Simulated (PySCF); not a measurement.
**SrI: frontier orbitals**

PBE0 at R = 2.980 Å; Sr x2c-TZVPall, I x2c-TZVPall; spin-free X2C with a Gaussian nucleus (PySCF 2.14). State: ²Σ⁺ (doublet), unpaired electrons σ ↑. Only the outer orbitals are listed, counted within each symmetry.

```
spin  orbital  occ.  ε (eV)  on Sr (%)   main shells (%)
   α       9π     1  -25.28        100          100 Sr p
   α       9π     1  -25.28        100          100 Sr p
   α      17σ     1  -25.22         99           99 Sr p
   α      18σ     1  -17.58          3            97 I s
   α      19σ     1   -7.40         13            86 I p
   α      10π     1   -6.74          6            94 I p
   α      10π     1   -6.74          6            94 I p
   α      20σ     1   -4.27         97  78 Sr s, 14 Sr p
   α      11π     0   -1.39        100  69 Sr p, 31 Sr d
   α      11π     0   -1.39        100  69 Sr p, 31 Sr d
   α      21σ     0   -1.21         99  55 Sr d, 42 Sr p
   β       9π     1  -25.17        100          100 Sr p
   β       9π     1  -25.17        100          100 Sr p
   β      17σ     1  -25.10         99           99 Sr p
   β      18σ     1  -17.54          3            97 I s
   β      19σ     1   -7.31         12            87 I p
   β      10π     1   -6.74          6            94 I p
   β      10π     1   -6.74          6            94 I p
   β      20σ     0   -2.26         98           86 Sr s
   β      21σ     0   -0.57         98  51 Sr d, 47 Sr p
   β      11π     0   -0.50        100  57 Sr p, 42 Sr d
```

Question: Which are the highest filled and the lowest empty level, where do they sit, and how wide is the gap?

Answer: Highest filled α 20σ at -4.27 eV (in %: 78 Sr s, 14 Sr p); lowest empty β 20σ at -2.26 eV (in %: 86 Sr s); the gap at PBE0 is 2.01 eV.

| Property | Result |
| --- | --- |
| bond order (Mayer) | 0.92 |
| ⟨S²⟩ | 0.750 |
| charge on Sr (Mulliken, basis-dependent) | 0.52 |
| charge on Sr (Löwdin, basis-dependent) | 0.01 |
| dipole moment (positive dipole means Sr(−)I(+)) | -5.01 D |
| polarisability along the bond | 190.2 bohr³ |
| polarisability across the bond | 203.3 bohr³ |

Spin–orbit coupling is left out. The state is the lowest determinant that a PBE0 search found; another state may lie lower at other levels.
